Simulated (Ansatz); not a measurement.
Potential energy surface of Al2O, singlet: symmetric bend, bond length relaxed. Scanned: Al-O-Al angle. Other coordinates (O-Al bond length) were minimised at B3LYP/def2-TZVP.

Method: CCSD(T) on RHF/aug-cc-pVQZ, frozen core run with Ansatz (an electronic-structure program).

Scanned values (°): 180, 167, 157, 147, 137, 127, 117, 107, 97, 87, 80.

### Question
At which scan points does the profile have its minima and maxima, and how high do they lie?

### Answer
Lower than their neighbours: 180° (0.0 kJ/mol, end of the scan). Higher than their neighbours: 80° (168.6 kJ/mol, end of the scan). The whole profile spans 168.6 kJ/mol.
